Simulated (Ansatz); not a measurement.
The cluster Mo5Se10, relaxed as a singlet with RKS PBE-D4/def2-SVP in Ansatz, starting from the GFN1-xTB geometry. Force threshold 0.03 eV/Å.

In the def2 sets Mo takes a core potential; there is no spin–orbit coupling. Single mean-field runs in def2-SVP are fitted with def2-universal-jkfit. The restricted singlet is unstable towards broken spin symmetry in Hartree–Fock (as tested in another run); at PBE-D4/def2-SVP this wasn't settled. Another isomer (singlet) lies 2.10 eV lower at PBE0-D4/def2-TZVP; other spin states weren't run for this one.

Start:

```csv
atom,x (Å),y (Å),z (Å)
Mo1,-1.221,1.410,4.193
Mo2,0.322,0.897,-2.957
Mo3,2.286,-0.552,-2.390
Mo4,-0.834,-0.860,3.217
Mo5,0.745,0.030,-0.475
Se6,0.233,2.390,-0.218
Se7,0.135,-2.218,-5.179
Se8,-0.550,2.287,2.136
Se9,-1.853,1.446,6.355
Se10,1.404,-1.252,1.574
Se11,2.026,-2.414,-3.927
Se12,-0.160,3.131,-2.665
Se13,-0.455,0.017,-5.035
Se14,-1.304,-2.666,4.520
Se15,-0.774,-1.647,0.851
```

Problem. Estimate the energy that the relaxation releases and the steps that it takes.

Solution. 287.5 kcal/mol, in 49 steps; 3.8 min on 2 threads of AMD EPYC 7R13 on a shared host and a share (18 GiB) of an NVIDIA H100 80GB HBM3. No frequencies were taken in this run, so the end may be a saddle point.

Problem. Does the start keep its bonding and symmetry?

Solution. Bonds lost: Mo5–Se6, Se6–Se8, Se6–Se12, Se7–Se11, Se10–Se15 (atoms count from 1). Bonds formed: Mo1–Se6, Mo2–Se15, Mo3–Se7, Mo3–Se8, Mo3–Se12, Mo4–Se9, Mo5–Se8, Mo5–Se11 (atoms count from 1). Metal–metal contacts that move far: Mo1–Mo2 7.33 to 3.14 Å, Mo1–Mo5 5.25 to 2.78 Å, Mo4–Mo5 4.11 to 2.78 Å.

Problem. Predict the relaxed structure.

Solution. 
```xyz
15

Mo   -0.068    1.519    1.483
Mo   -0.763    0.752   -1.479
Mo    1.534    0.701   -1.750
Mo   -0.903   -0.960    2.449
Mo    0.752   -0.813    0.221
Se   -1.948    2.197    0.284
Se    1.067   -0.639   -4.002
Se    2.248    1.260    0.694
Se   -0.550    1.092    3.784
Se    1.308   -1.944    2.380
Se    2.429   -1.645   -1.376
Se    0.350    2.556   -2.846
Se   -1.197   -0.704   -3.427
Se   -2.555   -2.116    3.517
Se   -1.704   -1.255    0.067
```
Bond lengths (bridged metal pairs left out): 19 × Mo–Se 2.28 to 2.70 Å; 1 × Se–Se 2.34 Å.
